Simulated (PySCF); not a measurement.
A structure optimised at PBE0-D3(BJ)/def2-SVP, used in a PySCF frequency run:

```xyz
12

C      2.3146     0.0000     0.0182
O      1.0776     0.0000     0.7051
C      0.0000     0.0000    -0.0709
O      0.0000     0.0000    -1.2732
O     -1.0776     0.0000     0.7051
C     -2.3146     0.0000     0.0182
H      2.4129     0.8924    -0.6176
H      3.0925     0.0000     0.7905
H      2.4129    -0.8924    -0.6176
H     -3.0925     0.0000     0.7905
H     -2.4129    -0.8924    -0.6176
H     -2.4129     0.8924    -0.6176
```

Q: Write its SMILES, formula and point group.

A: COC(=O)OC, C3H6O3, C2v

Q: What are its rotational constants (standard atomic weights)?

A: 10.548, 2.3859, 1.9951 GHz
